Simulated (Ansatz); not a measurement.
Two members of one family (Series CuX(NH3)), computed with Ansatz in the gas phase. The two geometries come from different levels. Binding counts from free atoms in the multiplicity of their measured ground term, without zero-point energy. Names give formal oxidation states. A dash marks a value that wasn't run or was left out as unsound. The structures are stationary points that may keep the symmetry of their start. Remarks come from the PBE and PBE0 runs and from stability tests at other levels; not every state was tested. HOMO above LUMO (over both spins in singlets and doublets, within one spin in higher multiplets; at PBE or PBE0), or a gap under 0.15 eV within one spin, warns that the state may not be the lowest or that an electron is smeared out.

First: Cu(NH3)Br (singlet, charge 0, PBE0-D4/def2-TZVP geometry).

Cartesian coordinates in Å:
```
Cu -0.665 0.518 -0.729
N 0.497 -0.385 0.546
H 1.297 0.190 0.791
H 0.854 -1.257 0.167
H 0.005 -0.605 1.406
Br -1.987 1.540 -2.180
```

```
              level  HOMO (eV)  LUMO (eV)  gap (eV)  vertical IE (eV)  vertical triplet (eV)  binding per atom (eV)
r2SCAN-D4/def2-TZVP      -5.21      -1.09      4.12              8.49                   4.25                   3.01
     B3LYP-D4/6-31G      -5.35      -0.75      4.60                 –                      –                   3.02
   PBE0-D4/def2-SVP      -5.92      -0.55      5.37                 –                      –                   3.02
  PBE0-D4/def2-TZVP      -6.36      -0.87      5.49              8.62                   4.33                   2.97
  LC-ωPBE/def2-TZVP      -8.99       1.16     10.15                 –                      –                   2.98
```

Metal–donor distances: 1 × N 1.95 Å, 1 × Br 2.21 Å. Remarks: gap within one spin near zero at PBE or PBE0 (+1 doublet), gap within one spin near zero at PBE or PBE0 (triplet).

Second: Cu(NH3)Cl (singlet, charge 0, B3LYP-D4/def2-TZVP geometry).

```xyz
6

Cu   -0.052   -1.065   -0.402
N     0.037    0.763    0.289
H    -0.770    0.980    0.866
H     0.064    1.442   -0.466
H     0.867    0.903    0.858
Cl   -0.146   -3.024   -1.145
```

Question: Estimate the same table for the second.

Answer: 
| level | HOMO (eV) | LUMO (eV) | gap (eV) | vertical IE (eV) | vertical triplet (eV) | binding per atom (eV) |
| --- | --- | --- | --- | --- | --- | --- |
| r2SCAN-D4/def2-TZVP | -5.22 | -1.06 | 4.15 | 8.73 | 4.25 | 3.06 |
| B3LYP-D4/6-31G | -5.41 | -0.74 | 4.67 | – | – | 3.09 |
| PBE0-D4/def2-SVP | -5.97 | -0.47 | 5.50 | – | – | 3.06 |
| PBE0-D4/def2-TZVP | -6.54 | -0.83 | 5.71 | 8.87 | 4.23 | 3.02 |
| LC-ωPBE/def2-TZVP | -9.25 | 1.21 | 10.47 | – | – | 3.04 |

Metal–donor distances: 1 × N 1.96 Å, 1 × Cl 2.10 Å. Remarks: gap within one spin near zero at PBE or PBE0 (+1 doublet), gap within one spin near zero at PBE or PBE0 (triplet).
